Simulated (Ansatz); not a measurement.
## An elementary step

Start structure (GeH4S, closed shell), relaxed at PBE0-D4/def2-TZVP:

Ge1  (-0.871, 0.952, -0.019)
S2  (1.177, 1.349, 0.773)
H3  (-0.227, -1.374, -1.339)
H4  (-0.290, -0.902, -1.920)
H5  (-1.091, -0.347, 0.878)
H6  (1.301, 0.322, 1.628)
(Å)

The step: GeH₂S ([SH][GeH]) + H₂ → GeH₄S ([SH2][GeH2]); bonds formed: Ge1–H4, S2–H3; bonds broken: H3–H4. Program: Ansatz 0.2.0. Basis: def2-TZVPP and def2-QZVPP. Cores are frozen in the correlated methods. Filled d shells of the heavier atoms are correlated. The def2 sets are not built for correlating such inner shells, so the correlated values are less sure here. Extrapolation: Hartree–Fock as exp(−7.88 √X), correlation as X^−2.97. Energies below are by CCSD(T) at an estimated basis limit (MP2 extrapolated from triple and quadruple zeta, plus CCSD(T) − MP2 in triple zeta).

What are the electronic barrier and the energy of the step, from the start structure to the end structure? (An estimate is asked for; the value comes from the calculation.)

By the calculation: Barrier 97.6 kJ/mol; step energy 36.0 kJ/mol (uphill); reverse barrier, their difference, 61.6 kJ/mol. Barrier and step energy count from the start structure, the reverse barrier from the end structure.

The saddle point: One imaginary mode of 1019i cm⁻¹.
| pair | start (Å) | saddle (Å) | end (Å) |
| --- | --- | --- | --- |
| Ge1–H4 | 2.72 | 1.73 | 1.59 |
| S2–H3 | 3.72 | 1.67 | 1.34 |
| H3–H4 | 0.75 | 1.06 | 3.29 |

Zero-point energy (harmonic, PBE0-D4): ZPE is 73.7 kJ/mol at the start and 75.8 kJ/mol at the saddle, so the barrier goes from 97.6 to 99.7 kJ/mol.

No T1 diagnostic of these runs exceeds 0.015.

Labels in which every atom is bracketed show which atoms are joined, not bond orders.

For scale, one of the runs: CCSD(T)/def2-TZVPP, 146 basis functions, launched by `ansatz run in.yaml --threads 2 --pin off --events-out ev --progress --plain --max-ram 4352MiB`. Time: 18 s of wall clock on 2 CPU threads of an Arm Neoverse V1; the host was shared. Peak host memory: 0.83 GiB.
